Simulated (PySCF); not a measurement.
# Ionisation energy of Xe by level of theory

Xe [Xe] (1S) → Xe+ [Kr] 4d10 5s2 5p5 (2P), as a difference of total energies. Computed with PySCF 2.14 in aug-cc-pV5Z-PP with ECP28MDF, with a scalar-relativistic core potential. Correlated levels: valence: 4s2 4p6 4d10 frozen. The calculations carry no spin-orbit coupling.

```
           method  ionisation energy (eV)
              UHF                  11.445
              LDA                  12.606
              PBE                  12.320
             PBE0                  12.382
           r2SCAN                  12.415
             BLYP                  12.204
            M06-L                  12.062
           revPBE                  12.250
    MP2 (valence)                  12.458
SCS-MP2 (valence)                  12.412
```

**Question.** Which method comes closest to the reference value, and which is furthest?

**Answer.** The reference is 12.565 eV (measured; NIST levels, between the centres of gravity of the two terms). Closest: LDA (error 0.041 eV); furthest: UHF (error -1.120 eV).
